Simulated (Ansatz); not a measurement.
`C[CH]([AlH2])CCl` + `N=C=O` → `O=C=[N][AlH2]` + `CCCCl`  (ligand exchange at the Al–C bond)

Computed with Ansatz on PBE0-D4/def2-TZVP structures; ΔE is electronic, products minus reactants. CBS: MP2 limit from def2 TZ/QZ plus the TZ coupled-cluster correction, frozen cores. This one scheme is used for every species. DFT in def2-TZVPP. B3LYP here is the variant with VWN-RPA as its local correlation; programs differ in this. Each species was taken in one conformer, which may not be the lowest.

`C[CH]([AlH2])CCl`:

Z-matrix (Å, degrees):
```
C
C 1 1.529
H 1 1.095 2 111.5
H 1 1.094 2 111.2 3 -119.5
H 1 1.093 2 111.6 3 120.1
Al 2 1.977 1 111.8 3 -67.7
C 2 1.504 1 113.3 3 59.8
H 2 1.102 1 108.2 3 179.2
H 6 1.590 2 120.8 1 139.6
H 6 1.587 2 118.3 1 -41.7
Cl 7 1.810 2 113.2 1 62.0
H 7 1.091 2 112.1 1 -56.4
H 7 1.090 2 112.7 1 -179.1
```

`N=C=O`:

```xyz
4

N    -0.284    0.685   -0.192
C     0.048   -0.475   -0.119
O     0.300   -1.606   -0.171
H    -0.065    1.396    0.482
```

`O=C=[N][AlH2]`:

```xyz
6

O     0.673    1.423    2.430
C     0.403    0.849    1.453
N     0.125    0.259    0.450
Al   -0.287   -0.606   -1.037
H    -0.072   -2.167   -1.054
H    -0.842    0.242   -2.242
```

`CCCCl`:

Z-matrix (Å, degrees):
```
C
C 1 1.517
H 1 1.091 2 111.0
H 1 1.092 2 111.0 3 120.1
H 1 1.094 2 111.1 3 -120.0
C 2 1.511 1 114.0 3 61.1
H 2 1.094 1 110.4 3 -61.9
H 2 1.097 1 109.9 3 -179.2
Cl 6 1.790 2 112.2 1 -64.7
H 6 1.089 2 111.6 1 176.4
H 6 1.091 2 111.6 1 54.3
```

```json
{"level": "PBE-D4", "ΔE (kJ/mol)": "-153.4", "difference from CCSD(T)/CBS": "16.1"}
{"level": "r2SCAN-D4", "ΔE (kJ/mol)": "-167.4", "difference from CCSD(T)/CBS": "2.1"}
{"level": "PBE0-D4", "ΔE (kJ/mol)": "-162.7", "difference from CCSD(T)/CBS": "6.8"}
{"level": "B3LYP-D4", "ΔE (kJ/mol)": "-169.9", "difference from CCSD(T)/CBS": "-0.4"}
{"level": "ωB97X-V", "ΔE (kJ/mol)": "-170.2", "difference from CCSD(T)/CBS": "-0.7"}
{"level": "ωB97M-V", "ΔE (kJ/mol)": "-167.5", "difference from CCSD(T)/CBS": "2.0"}
{"level": "B2PLYP", "ΔE (kJ/mol)": "-175.9", "difference from CCSD(T)/CBS": "-6.4"}
{"level": "PBE", "ΔE (kJ/mol)": "-157.2", "difference from CCSD(T)/CBS": "12.3"}
{"level": "r2SCAN", "ΔE (kJ/mol)": "-168.5", "difference from CCSD(T)/CBS": "1.0"}
{"level": "PBE0", "ΔE (kJ/mol)": "-166.1", "difference from CCSD(T)/CBS": "3.4"}
{"level": "B3LYP", "ΔE (kJ/mol)": "-176.0", "difference from CCSD(T)/CBS": "-6.5"}
{"level": "HF/def2-TZVPP", "ΔE (kJ/mol)": "-201.9", "difference from CCSD(T)/CBS": "-32.4"}
{"level": "MP2/def2-TZVPP", "ΔE (kJ/mol)": "-173.0", "difference from CCSD(T)/CBS": "-3.5"}
{"level": "SCS-MP2/def2-TZVPP", "ΔE (kJ/mol)": "-177.0", "difference from CCSD(T)/CBS": "-7.5"}
{"level": "CCSD/def2-TZVPP", "ΔE (kJ/mol)": "-176.0", "difference from CCSD(T)/CBS": "-6.5"}
{"level": "CCSD(T)/def2-TZVPP", "ΔE (kJ/mol)": "-170.8", "difference from CCSD(T)/CBS": "-1.3"}
{"level": "HF/def2-QZVPP", "ΔE (kJ/mol)": "-202.0", "difference from CCSD(T)/CBS": "-32.5"}
{"level": "MP2/def2-QZVPP", "ΔE (kJ/mol)": "-172.3", "difference from CCSD(T)/CBS": "-2.8"}
{"level": "SCS-MP2/def2-QZVPP", "ΔE (kJ/mol)": "-176.4", "difference from CCSD(T)/CBS": "-6.9"}
{"level": "HF/CBS(def2)", "ΔE (kJ/mol)": "-202.1", "difference from CCSD(T)/CBS": "-32.6"}
{"level": "MP2/CBS(def2)", "ΔE (kJ/mol)": "-171.7", "difference from CCSD(T)/CBS": "-2.2"}
{"level": "CCSD/CBS(def2)", "ΔE (kJ/mol)": "-174.7", "difference from CCSD(T)/CBS": "-5.2"}
{"level": "CCSD(T)/CBS", "ΔE (kJ/mol)": "-169.5", "difference from CCSD(T)/CBS": "0"}
```

Largest T1 diagnostic among the species: 0.018.

From PBE to PBE0 (25 % exact exchange), in def2-TZVPP and without D4, ΔE moves by −8.9 kJ/mol. In def2-TZVPP, CCSD(T) changes the Hartree–Fock value by +31.1 kJ/mol (the triples alone add +5.2 kJ/mol) and MP2 by +28.9 kJ/mol.
